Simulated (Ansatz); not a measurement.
`ClB1CO1` + `C=C(C)[SiH3]` → `B1CO1` + `C=C([SiH3])CCl`  (redistribution)

Gas-phase electronic energies from Ansatz, PBE0-D4/def2-TZVP geometries. CBS: MP2 limit from def2 TZ/QZ plus the TZ coupled-cluster correction, frozen cores. Functionals use def2-TZVPP. B3LYP here is the variant with VWN-RPA as its local correlation; programs differ in this. Each species was taken in one conformer, which may not be the lowest.

`ClB1CO1`:

```xyz
6

Cl    1.885   -0.533    1.504
B     0.622   -0.007    0.468
C    -0.586   -0.121   -0.419
O     0.187    1.131   -0.053
H    -1.598   -0.111   -0.025
H    -0.511   -0.358   -1.475
```

`C=C(C)[SiH3]`:

Z-matrix (Å, degrees):
```
C
C 1 1.499
H 1 1.095 2 111.1
H 1 1.093 2 111.6 3 -120.8
H 1 1.095 2 111.1 3 118.3
Si 2 1.869 1 118.5 3 -58.7
C 2 1.332 1 122.0 3 121.3
H 6 1.490 2 110.4 1 -58.6
H 6 1.490 2 110.5 1 59.9
H 6 1.486 2 109.9 1 -179.4
H 7 1.085 2 122.1 1 180.0
H 7 1.089 2 121.5 1 -0.0
```

`B1CO1`:

Z-matrix (Å, degrees):
```
C
O 1 1.500
B 1 1.510 2 52.3
H 1 1.086 2 112.6 3 -114.3
H 1 1.086 2 112.6 3 114.3
H 3 1.183 1 159.3 2 180.0
```

`C=C([SiH3])CCl`:

```xyz
12

C    -0.725   -1.399    0.404
C    -0.217   -0.232    0.013
Si    1.260    0.510    0.900
C    -0.843    0.510   -1.121
Cl    0.350    0.866   -2.413
H    -0.322   -1.945    1.250
H    -1.571   -1.854   -0.107
H     1.436   -0.222    2.182
H     2.504    0.397    0.099
H     1.003    1.949    1.177
H    -1.225    1.480   -0.802
H    -1.650   -0.059   -1.583
```

```json
{"level": "PBE-D4", "ΔE (kJ/mol)": "140.1", "difference from CCSD(T)/CBS": "3.5"}
{"level": "PBE0-D4", "ΔE (kJ/mol)": "141.8", "difference from CCSD(T)/CBS": "5.2"}
{"level": "B3LYP-D4", "ΔE (kJ/mol)": "138.1", "difference from CCSD(T)/CBS": "1.5"}
{"level": "ωB97X-V", "ΔE (kJ/mol)": "136.8", "difference from CCSD(T)/CBS": "0.2"}
{"level": "PBE0", "ΔE (kJ/mol)": "144.0", "difference from CCSD(T)/CBS": "7.4"}
{"level": "MP2/def2-TZVPP", "ΔE (kJ/mol)": "143.3", "difference from CCSD(T)/CBS": "6.7"}
{"level": "CCSD/def2-TZVPP", "ΔE (kJ/mol)": "141.2", "difference from CCSD(T)/CBS": "4.6"}
{"level": "CCSD(T)/def2-TZVPP", "ΔE (kJ/mol)": "140.4", "difference from CCSD(T)/CBS": "3.8"}
{"level": "MP2/CBS(def2)", "ΔE (kJ/mol)": "139.5", "difference from CCSD(T)/CBS": "2.9"}
{"level": "CCSD/CBS(def2)", "ΔE (kJ/mol)": "137.4", "difference from CCSD(T)/CBS": "0.8"}
{"level": "CCSD(T)/CBS", "ΔE (kJ/mol)": "136.6", "difference from CCSD(T)/CBS": "0"}
```

Largest T1 diagnostic among the species: 0.016.

The D4 term adds −4.1 kJ/mol with B3LYP and −2.2 kJ/mol with PBE0; it sums over pairs of atoms, weighted by their polarisabilities, and B3LYP, whose exchange is more repulsive, gets the larger term.
